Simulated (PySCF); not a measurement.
**Excitation energy of N⁺ by level of theory**

N⁺ [He] 2s2 2p2 (3P) → N⁺ [He] 2s1 2p3 (5S), as a difference of total energies. Calculation: PySCF 2.14, in x2c-TZVPPall (5s3p2d1f, 31 functions); scalar relativity by spin-free X2C-1e. Correlated levels: valence: 1s2 frozen; valence and next inner shell: nothing frozen. The calculations carry no spin-orbit coupling.

```tsv
method	excitation energy (eV)
UHF	4.023
LDA	5.693
PBE	5.804
PBE0	5.652
r2SCAN	5.070
TPSS	6.084
M06-L	5.532
r2SCANh	5.105
BHandHLYP	6.441
ROHF	3.868
MP2 (valence)	5.212
SCS-MP2 (valence)	5.785
MP2 (valence and next inner shell)	5.204
SCS-MP2 (valence and next inner shell)	5.779
```

**Question.** How much does correlation contribute at MP2 (valence and next inner shell)?

**Answer.** 5.204 − (4.023) = 1.181 eV, measured against UHF.

Errors of the correlated levels include the incompleteness of this basis and the frozen core.

For comparison: 5.790 eV (measured; NIST levels, between the centres of gravity of the two terms).
